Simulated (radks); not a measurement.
Values are calculated unless marked as measured or tabulated.
Species: Ge4-. Configuration: [Kr]. Code: a radial shooting solver on a logarithmic mesh with Libxc functionals. Model: scalar-relativistic Kohn-Sham, LB94 model potential, spin-unpolarised, spherical densities, finite nucleus; Fermi nuclear charge, rms radius 4.0742 fm; Watson sphere of charge +4 and radius 4.02 bohr.

Normalised radial functions P(r) = r R(r), r in bohr:

| r | 2p | 3s | 4s |
|---|---|---|---|
| 0.005635 | 0.0308 | 0.2143 | 0.0608 |
| 0.006508 | 0.0400 | 0.2392 | 0.0679 |
| 0.007516 | 0.0521 | 0.2657 | 0.0754 |
| 0.008681 | 0.0676 | 0.2934 | 0.0833 |
| 0.009945 | 0.0863 | 0.3202 | 0.0909 |
| 0.01149 | 0.1115 | 0.3484 | 0.0989 |
| 0.01326 | 0.1436 | 0.3754 | 0.1065 |
| 0.01532 | 0.1842 | 0.3997 | 0.1134 |
| 0.01755 | 0.2322 | 0.4185 | 0.1187 |
| 0.02027 | 0.2951 | 0.4318 | 0.1225 |
| 0.02341 | 0.3729 | 0.4356 | 0.1235 |
| 0.02703 | 0.4678 | 0.4268 | 0.1209 |
| 0.03122 | 0.5820 | 0.4019 | 0.1137 |
| 0.03577 | 0.7093 | 0.3605 | 0.1018 |
| 0.04131 | 0.8654 | 0.2948 | 0.0830 |
| 0.04771 | 1.0428 | 0.2046 | 0.0572 |
| 0.0551 | 1.2388 | 0.0892 | 0.0242 |
| 0.06363 | 1.4479 | -0.0493 | -0.0153 |
| 0.0729 | 1.6495 | -0.1962 | -0.0571 |
| 0.08419 | 1.8556 | -0.3597 | -0.1035 |
| 0.09723 | 2.0387 | -0.5172 | -0.1478 |
| 0.1123 | 2.1809 | -0.6499 | -0.1846 |
| 0.1297 | 2.2633 | -0.7357 | -0.2073 |
| 0.1486 | 2.2711 | -0.7534 | -0.2099 |
| 0.1716 | 2.1947 | -0.6864 | -0.1872 |
| 0.1982 | 2.0290 | -0.5203 | -0.1354 |
| 0.2289 | 1.7834 | -0.2572 | -0.0558 |
| 0.2643 | 1.4796 | 0.0834 | 0.0449 |
| 0.3028 | 1.1681 | 0.4426 | 0.1475 |
| 0.3497 | 0.8466 | 0.8152 | 0.2474 |
| 0.4039 | 0.5651 | 1.1277 | 0.3191 |
| 0.4664 | 0.3440 | 1.3351 | 0.3452 |
| 0.5387 | 0.1887 | 1.4112 | 0.3138 |
| 0.6171 | 0.0961 | 1.3615 | 0.2289 |
| 0.7127 | 0.0414 | 1.2024 | 0.0874 |
| 0.8231 | 0.0154 | 0.9736 | -0.0906 |
| 0.9506 | 0.0048 | 0.7212 | -0.2820 |
| 1.098 | 0.0012 | 0.4861 | -0.4605 |
| 1.258 | 0.0003 | 0.3049 | -0.5959 |
| 1.453 | 0.0000 | 0.1669 | -0.6884 |
| 1.678 | 0.0000 | 0.0808 | -0.7234 |
| 1.937 | 0.0000 | 0.0341 | -0.7056 |
| 2.22 | 0.0000 | 0.0132 | -0.6508 |
| 2.563 | 0.0000 | 0.0041 | -0.5666 |
| 2.96 | 0.0000 | 0.0010 | -0.4702 |
| 3.419 | 0.0000 | 0.0002 | -0.3730 |
| 3.948 | 0.0000 | 0.0000 | -0.2804 |
| 4.524 | 0.0000 | 0.0000 | -0.1972 |
| 5.224 | 0.0000 | 0.0000 | -0.1217 |
| 6.033 | 0.0000 | 0.0000 | -0.0663 |
| 6.968 | 0.0000 | 0.0000 | -0.0314 |
| 8.047 | 0.0000 | 0.0000 | -0.0127 |
| 9.22 | 0.0000 | 0.0000 | -0.0046 |
| 10.65 | 0.0000 | 0.0000 | -0.0013 |
| 12.3 | 0.0000 | 0.0000 | -0.0003 |

2p: eigenvalue -1220.4 eV, 0 radial nodes, <r> = 0.183 bohr, 90 % of the charge inside 0.299 bohr. 3s: eigenvalue -172.15 eV, 2 radial nodes at r = 0.0606, 0.256 bohr, <r> = 0.626 bohr, 90 % of the charge inside 0.937 bohr. 4s: eigenvalue -13.734 eV, 3 radial nodes at r = 0.0603, 0.249, 0.767 bohr, <r> = 2.24 bohr, 90 % of the charge inside 3.55 bohr.
